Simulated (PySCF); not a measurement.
## Spinor energies of Ne²⁺ (neon, charge +2)

Start: [He] 2s2 2p4; 2p1/2 filled at m_j = -1/2, +1/2; 2p3/2 filled at m_j = +1/2, +3/2. Calculated with PySCF 2.14 in an even-tempered Gaussian basis (19 s from 0.12 bohr⁻², ratio 2.4; 12 p from 0.16 bohr⁻², ratio 2.4; 6 d from 1.9 bohr⁻², ratio 2.6; 5 f from 2.9 bohr⁻², ratio 2.6): generalised Hartree-Fock with the X2C-1e Hamiltonian and a Gaussian nucleus; one run each with spin-orbit coupling (SO) switched off, then screened by Boettger's factors.

```tsv
spinor shell	electrons	ε, spin-free (eV)	ε, screened SO (eV)	weight of nominal j (screened SO)	rms radius, screened SO (bohr)
1s1/2	2	-943.49	-943.48	1.000	0.182
2s1/2	2	-92.947	-92.942	1.000	0.905
2p3/2	2	-68.543	-70.392	0.831	0.891
2p1/2	2	-68.543	-66.706	0.672	0.910
```

| quantity | spin-free | screened SO |
| --- | --- | --- |
| E (hartree) | -126.51609 | -126.51761 |
| M_J | 2 | 2 |
| ⟨J²⟩ | 6.004 | 6.004 |
| ⟨L²⟩ | 2.001 | 2.003 |
| ⟨S²⟩ | 2.003 | 2.002 |

Each row is a mean over spinors that exchange with the open shell spreads, by up to 12.838 eV (2s1/2).

Rows whose weight is well below 1 are mixtures of j = l ± 1/2: exchange outweighs spin-orbit coupling there, and the label is only the starting occupation.

Without spin-orbit coupling the j labels of p, d and f shells carry no meaning; the spin-free column gives the mean over the occupied spinors of each nl shell.
